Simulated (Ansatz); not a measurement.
```yaml
crystal:
  periodic: [false, false, false]
  atoms:
    - {symbol: In, position_ang: [0.480685, 1.152406, 1.834235]}
    - {symbol: In, position_ang: [0.076942, -2.365204, 0.862556]}
    - {symbol: In, position_ang: [1.426199, 1.713148, -0.899282]}
    - {symbol: In, position_ang: [-0.266264, -0.338944, -2.177591]}
    - {symbol: In, position_ang: [-1.717571, -0.161406, 0.380092]}
basis:
  gaussian: {orbitals: def2-TZVPP}
total_charge: -1
hamiltonian: {xc: {name: B3LYP5}}
scf: {omitted_lower_state_checks: [starts]}
output: {forces: true}
```

```sh
$ ansatz run in.yaml --threads 4 --pin off --events-out ev --progress --plain --max-ram 4787MiB
```

Output, abridged:

```
Functional definition: B3LYP5
2455 factors; integrals over basis functions are off by at most 3.0e-4 eV
mean field evaluation 1: about -25872.3005 eV, gradient 1.8e1 eV
mean field evaluation 2: about -25871.6061 eV, gradient 2.2e1 eV
mean field evaluation 4: about -25872.7389 eV, gradient 5.3e0 eV
mean field evaluation 8: about -25872.8793 eV, gradient 5.8e-1 eV
mean field evaluation 16: about -25872.8804 eV, gradient 1.8e-3 eV
mean field -25872.88041132 eV, -950.8108178478 hartree, gradient 2.8e-5 eV, S^2 0.000000; 0 other end points of the search recorded, 0 dependent functions left out
reference -25872.88062434 eV, -950.8108256762 hartree; 53, 53 occupied and 197, 197 virtual orbitals, 2455 factors
Total energy: -25872.88062434 eV, -950.8108256762 hartree
Atom 0 at     0.480685     1.152406     1.834235 Å, force    -0.129474     0.041135    -0.234409 eV/Å
Atom 1 at     0.076942    -2.365204     0.862556 Å, force     0.064957    -0.338836     0.113777 eV/Å
Atom 2 at     1.426199     1.713148    -0.899282 Å, force     0.005359    -0.023432    -0.002050 eV/Å
Atom 3 at    -0.266264    -0.338944    -2.177591 Å, force    -0.045065     0.204006     0.185372 eV/Å
Atom 4 at    -1.717571    -0.161406     0.380092 Å, force     0.104223     0.117127    -0.062691 eV/Å
Dipole moment:     0.016476    -0.056464     0.017339 e Å
Checks for a lower state left out: starts
```

It took 11 s on 4 threads of Arm Neoverse V2 on a shared host, peak host memory 1.2 GiB.

In the def2 sets In takes a core potential; there is no spin–orbit coupling. The highest occupied level of an anion often lies above zero with these methods, and sets without diffuse functions describe the outer electron poorly. A triplet lies near this restricted singlet, and broken spin symmetry wasn't tried.

The dipole of an ion depends on the origin.
